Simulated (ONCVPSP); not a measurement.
## u(r) = r·R(r): atom against pseudo-atom (Te (Z = 52))

Columns: radius, all-electron u(r) and pseudo u(r) of the 4p shell (level -114.77 eV) of tellurium in the configuration [Ar] 3d10 4s2 4p6 4d10 5s1.75 5p4.25; PBE, scalar-relativistic, ONCV scheme, ONCVPSP 4.0.1.

| r (bohr) | all-electron | pseudo |
| --- | --- | --- |
| 0.072 | 0.4463 | 0.0304 |
| 0.145 | -0.2324 | 0.1198 |
| 0.217 | -0.6899 | 0.2566 |
| 0.290 | -0.5801 | 0.4300 |
| 0.362 | -0.1524 | 0.6172 |
| 0.435 | 0.3469 | 0.8041 |
| 0.507 | 0.7627 | 0.9676 |
| 0.580 | 1.0556 | 1.0971 |
| 0.652 | 1.2167 | 1.1792 |
| 0.725 | 1.2741 | 1.2128 |
| 0.798 | 1.2535 | 1.1989 |
| 0.870 | 1.1833 | 1.1457 |
| 0.942 | 1.0845 | 1.0632 |
| 1.015 | 0.9707 | 0.9610 |
| 1.088 | 0.8541 | 0.8507 |
| 1.160 | 0.7430 | 0.7421 |
| 1.232 | 0.6398 | 0.6395 |
| 1.305 | 0.5451 | 0.5449 |
| 1.378 | 0.4613 | 0.4611 |
| 1.450 | 0.3890 | 0.3889 |
| 1.522 | 0.3267 | 0.3265 |
| 1.595 | 0.2725 | 0.2724 |
| 1.668 | 0.2267 | 0.2266 |
| 1.740 | 0.1885 | 0.1884 |
| 1.812 | 0.1563 | 0.1563 |
| 1.885 | 0.1291 | 0.1290 |

(1) How many radial nodes do the two functions have?

(2) At about which radius was the pseudo-wave matched?

(3) Is the pseudo-wave norm-conserving?

## Answers

(1) The all-electron 4p function has n − l − 1 = 2; the pseudo-wave has 0, since the states of the same l below it are removed with the core.

(2) 1.30 bohr, where the columns begin to agree (steps of 0.07 bohr).

(3) Yes: the ONCV scheme keeps the norm inside the radius equal to the all-electron one, which fixes the energy derivative of the logarithmic derivative at the level.
